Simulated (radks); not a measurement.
Results of a calculation; reference values are marked as such.
Q: All-electron atom: Bi2+ in [Xe] 4f14 5d10 6s1 6p1 7p1 (not the ground configuration). Code: a radial shooting solver on a logarithmic mesh with Libxc functionals. Model: non-relativistic Kohn-Sham, PBE, spin-polarised, spherical densities, point nucleus; open shells are filled with parallel spins first (spin-orbit coupling, left out, can overturn this in heavy ions); relativity is left out, which matters for an element this heavy. Some entries of the table are withheld. Estimate them.

orbital  occ.  eigenvalue (hartree)  <r> (bohr)  <r^2> (bohr^2)
1s up       1             -2978.383     0.01823       0.0004442
1s down     1             -2978.381     0.01823       0.0004442
2s up       1             -504.0545     0.07664        0.006880
2s down     1             -504.0538     0.07664        0.006880
2p up       3             -485.6746     0.06471        0.005068
2p down     3             -485.6736     0.06471        0.005068
3s up       1             -121.5156      0.1925         0.04222
3s down     1             -121.5146      0.1925         0.04222
3p up       3             -112.7453      0.1831         0.03875
3p down     3             -112.7442      0.1831         0.03875
3d up       5             -96.37511      0.1595         0.02967
3d down     5             -96.37410      0.1595         0.02967
4s up       1             -27.95947      0.4198          0.1983
4s down     1             -27.95753      0.4198          0.1983
4p up       3             -24.08835      0.4220          0.2019
4p down     3             -24.08629      0.4220          0.2019
4d up       5             -16.93365      0.4252          0.2082
4d down     5             -16.93148      0.4252          0.2082
4f up       7              -7.21353      0.4318          0.2216
4f down     7              -7.21115      0.4317          0.2215
5s up       1              -5.45306      0.9251          0.9576
5s down     1              -5.44697      0.9244          0.9558
5p up       3              -4.13278      0.9885           1.100
5p down     3              -4.12528      0.9867           1.095
5d up       5                   (1)       1.204           1.666
5d down     5                   (2)       1.194           1.633
6s up       1              -1.16324       2.231           5.545
6s down     0              -1.09186       2.220           5.492
6p up       1              -0.85824       2.555           7.307
6p down     0              -0.78374       2.541           7.210
6d up       0              -0.45027       3.720           15.66
7s up       0              -0.43011       4.901           26.50
7p up       1              -0.34793       5.538           33.87

A: 
(1) 5d up eigenvalue (hartree): -1.97297
(2) 5d down eigenvalue (hartree): -1.95575
